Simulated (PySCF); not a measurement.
## Correlation energy of F²⁺ (fluorine, charge +2)

[He] 2s1 2p4, high-spin 4P determinant (an excited configuration). All numbers are calculated (PySCF 2.14, no relativity, point nucleus, in dyall-acv3z). Frozen: nothing; 7 electrons correlated; the 5 highest virtual orbitals of each spin left out.

MP2 pair energies summed by pair of shells (mhartree):

```json
{"pair": "2p-2p", "energy": "-85.96", "share (%)": "54.8"}
{"pair": "1s-1s", "energy": "-37.92", "share (%)": "24.1"}
{"pair": "2s-2p", "energy": "-16.22", "share (%)": "10.3"}
{"pair": "1s-2p", "energy": "-14.04", "share (%)": "8.9"}
{"pair": "1s-2s", "energy": "-2.88", "share (%)": "1.8"}
```

Total MP2 correlation energy: -157.01 mhartree.

Same-spin part -37.46 and opposite-spin part -119.55 mhartree; SCS-MP2 scales them by 1/3 and 6/5 to -155.94 mhartree.
